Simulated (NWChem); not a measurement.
# norbornadiene (C7H8); SMILES C12CC(C=C2)C=C1

```xyz
15

C     -0.6683    -1.2369     0.5180
C      0.6683    -1.2369     0.5180
C      1.1162     0.0000    -0.2728
C      0.6683     1.2369     0.5180
C     -0.6683     1.2369     0.5180
C     -1.1162     0.0000    -0.2728
C      0.0000     0.0000    -1.3457
H     -1.3404    -1.9313     1.0240
H      1.3404    -1.9313     1.0240
H      2.1584     0.0000    -0.6181
H      1.3404     1.9313     1.0240
H     -1.3404     1.9313     1.0240
H     -2.1584     0.0000    -0.6181
H      0.0000     0.9054    -1.9718
H      0.0000    -0.9054    -1.9718
```
Atoms are numbered in this order, from 1.

Program: NWChem. Geometry: optimised at PBE0/def2-SVP.

Problem. What does the run give for TPSS/def2-SVP? Quantities: highest occupied level (eV); orbital gap (eV); dipole (D).

Solution. The highest occupied level (eV) is -5.31, the orbital gap (eV) comes out as 4.33 and the dipole (D) is 0.01.
